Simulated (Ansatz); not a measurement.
`C=[C]([GaH2])[SnH3]` at its PBE0-D4/def2-TZVP geometry, where that method's forces vanish. Total charge 0; spin multiplicity 1. Sn: def2 effective core potential.

```xyz
11

C    -0.4816   -1.4145   -0.6593
C    -0.1792   -0.1776   -0.2487
Ga   -0.9247    1.3156   -1.2717
Sn    1.0677    0.0627    1.4654
H    -1.1148   -1.5951   -1.5300
H    -0.1236   -2.3185   -0.1635
H    -0.6426    2.8034   -0.8577
H    -1.8139    0.9506   -2.5165
H     1.4907   -1.4891    2.0502
H     2.4815    0.9291    1.0504
H     0.2406    0.9335    2.6815
```

(1) What forces (eV/Å) does ωB97M-V/def2-TZVPP give on these atoms in the Gaussian-basis code of Ansatz? (An estimate is asked.)

Results:

(1) Computed: 
```
C1  -0.015 -0.026 -0.026
C2   0.019 -0.031  0.031
Ga3 -0.054  0.055 -0.073
Sn4  0.038 -0.008  0.050
H5   0.054  0.024  0.074
H6  -0.023  0.085 -0.031
H7  -0.021 -0.120 -0.033
H8   0.074  0.033  0.105
H9  -0.031  0.098 -0.042
H10 -0.090 -0.055  0.023
H11  0.048 -0.055 -0.078
```
